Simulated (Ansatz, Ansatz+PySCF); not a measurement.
```xyz
8

H     0.0000    0.0000    0.0000
H     0.0000    0.0000    1.0000
H     0.0000    0.0000    2.0000
H     0.0000    0.0000    3.0000
H     0.0000    0.0000    4.0000
H     0.0000    0.0000    5.0000
H     0.0000    0.0000    6.0000
H     0.0000    0.0000    7.0000
```

Basis set: cc-pVDZ (spherical functions). All electrons are correlated. Charge 0, multiplicity 1.

Computed with Ansatz (development build ahead of 0.2.0); each method stands on the lowest determinant of its kind that the runs found. Restricted open shells among the atoms or ions are ROHF, correlated in semicanonical orbitals with singles. Restricted functionals stand beside restricted open-shell atoms, which can lie above the unrestricted atoms usual in DFT and then raise those values.

The atomization energy at this shape (free ground-state atoms in the same class of orbitals less the molecule, no zero-point energy) of singlet H8:

```json
{"method": "r²SCAN (restricted)", "atomization energy": "14.82 eV"}
{"method": "PBE (unrestricted)", "atomization energy": "14.70 eV"}
{"method": "PBE0 (restricted)", "atomization energy": "14.08 eV"}
{"method": "ωB97X (restricted)", "atomization energy": "13.78 eV"}
{"method": "RHF-CCSD(T)", "atomization energy": "13.50 eV"}
{"method": "UHF-CCSD(T)", "atomization energy": "13.47 eV"}
{"method": "RHF-MP2", "atomization energy": "12.30 eV"}
{"method": "UHF-MP2", "atomization energy": "11.92 eV"}
{"method": "UHF", "atomization energy": "8.57 eV"}
```

Problem. What does RHF give?

Solution. 8.47 eV. Caution for RHF-CCSD(T), UHF-CCSD(T), RHF-MP2, UHF-MP2: bonds are stretched, where a single reference can fail. Caution for UHF-CCSD(T), UHF-MP2, UHF: the determinant breaks the point group; the unrestricted determinant is spin contaminated. Caution for UHF-MP2: another reference gives a lower total.
